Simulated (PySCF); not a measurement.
# `C[C@@]12C=C[Se]C[C@@H]1C2`, C₇H₁₀Se

Molfile (atoms numbered from 1):
```
C7H10Se
     RDKit          3D

 18 19  0  0  0  0  0  0  0  0999 V2000
   -1.2635   -1.4846   -1.1319 C   0  0  0  0  0  0  0  0  0  0  0  0
   -0.3566   -0.7284   -0.1900 C   0  0  1  0  0  0  0  0  0  0  0  0
    0.8846   -1.4553    0.1844 C   0  0  0  0  0  0  0  0  0  0  0  0
    1.9865   -0.9350    0.7413 C   0  0  0  0  0  0  0  0  0  0  0  0
    2.2221    0.8971    1.1341 Se  0  0  0  0  0  2  0  0  0  0  0  0
    0.9652    1.5557   -0.2102 C   0  0  0  0  0  0  0  0  0  0  0  0
   -0.3207    0.7783   -0.3119 C   0  0  2  0  0  0  0  0  0  0  0  0
   -1.0046    0.1560    0.8603 C   0  0  0  0  0  0  0  0  0  0  0  0
   -0.7510   -1.7082   -2.0812 H   0  0  0  0  0  0  0  0  0  0  0  0
   -2.1679   -0.9032   -1.3651 H   0  0  0  0  0  0  0  0  0  0  0  0
   -1.5851   -2.4403   -0.6871 H   0  0  0  0  0  0  0  0  0  0  0  0
    0.8807   -2.5335   -0.0118 H   0  0  0  0  0  0  0  0  0  0  0  0
    2.8384   -1.5674    1.0036 H   0  0  0  0  0  0  0  0  0  0  0  0
    1.4850    1.5509   -1.1803 H   0  0  0  0  0  0  0  0  0  0  0  0
    0.7743    2.6028    0.0692 H   0  0  0  0  0  0  0  0  0  0  0  0
   -0.9787    1.1735   -1.0962 H   0  0  0  0  0  0  0  0  0  0  0  0
   -0.5027    0.2230    1.8297 H   0  0  0  0  0  0  0  0  0  0  0  0
   -2.0971    0.1762    0.9019 H   0  0  0  0  0  0  0  0  0  0  0  0
  2  1  1  6
  2  3  1  0
  3  4  2  0
  4  5  1  0
  5  6  1  0
  6  7  1  0
  7  8  1  0
  7  2  1  0
  8  2  1  0
  1  9  1  0
  1 10  1  0
  1 11  1  0
  3 12  1  0
  4 13  1  0
  6 14  1  0
  6 15  1  0
  7 16  1  6
  8 17  1  0
  8 18  1  0
M  END
```

Level of theory: TDDFT B3LYP/def2-SVPD circular dichroism and optical rotation, one conformer, gas phase in PySCF 2.14.0. Geometry: PBE0-D3(BJ)/def2-SVP.

The calculation is non-relativistic, which matters for the atoms heavier than Zn. States above about 5.5 eV lie in this functional's continuum (it starts at minus the energy of the highest occupied orbital, well below the true ionisation energy for most functionals) and depend on the basis.

(1) What are the CIP labels of the stereocentres?

(2) Which excitations and rotatory strengths does the calculation give?

Answers

(1) C2 S, C7 R.

(2) Rotatory strengths R in 10⁻⁴⁰ esu² cm², velocity form and length form (origin at the centre of mass); f in length form.
| state | E (eV) | λ (nm) | f | R (velocity) | R (length) | main |
| --- | --- | --- | --- | --- | --- | --- |
| 1 | 4.32 | 287 | 0.024 | -48.6 | -49.0 | HOMO→LUMO 0.82, HOMO→LUMO+1 0.15 |
| 2 | 4.89 | 253 | 0.067 | +77.2 | +80.1 | HOMO→LUMO+1 0.76, HOMO→LUMO 0.14 |
| 3 | 5.10 | 243 | 0.036 | -15.6 | -16.3 | HOMO→LUMO+2 0.85 |
| 4 | 5.35 | 232 | 0.020 | +8.8 | +6.5 | HOMO→LUMO+3 0.89 |
| 5 | 5.68 | 218 | 0.002 | +7.8 | +6.6 | HOMO→LUMO+4 0.85, HOMO→LUMO+5 0.10 |
| 6 | 5.82 | 213 | 0.010 | +11.4 | +11.5 | HOMO→LUMO+5 0.85, HOMO→LUMO+4 0.10 |
| 7 | 6.09 | 204 | 0.005 | +6.8 | +7.1 | HOMO→LUMO+6 0.93 |
| 8 | 6.21 | 200 | 0.021 | +11.9 | +11.3 | HOMO−1→LUMO 0.81 |
| 9 | 6.26 | 198 | 0.006 | -2.2 | -3.2 | HOMO→LUMO+7 0.93 |
| 10 | 6.54 | 190 | 0.005 | +3.2 | +2.6 | HOMO→LUMO+8 0.96 |
| 11 | 6.59 | 188 | 0.007 | -20.0 | -20.4 | HOMO−2→LUMO 0.80, HOMO−1→LUMO+1 0.13 |
| 12 | 6.84 | 181 | 0.002 | +6.8 | +6.3 | HOMO→LUMO+9 0.46, HOMO−1→LUMO+1 0.26 |
| 13 | 6.90 | 180 | 0.054 | -34.1 | -32.0 | HOMO→LUMO+9 0.44, HOMO−1→LUMO+1 0.29 |
| 14 | 6.92 | 179 | 0.022 | +2.2 | +2.6 | HOMO→LUMO+10 0.71, HOMO−1→LUMO+1 0.18 |
| 15 | 7.02 | 177 | 0.016 | +19.6 | +19.0 | HOMO−1→LUMO+2 0.92 |
| 16 | 7.17 | 173 | 0.032 | +29.0 | +29.6 | HOMO→LUMO+11 0.96 |

Among the states computed, the strongest CD band (largest |R|) is state 2. The largest dissymmetry factor in size, g = 4R/(D+G), with D and G the electric and magnetic dipole strengths, is +0.03 for state 12 (velocity form, f = 0.002), among bands with |R| over 0.5. The mirror image has the same energies and oscillator strengths and all R with the opposite sign.
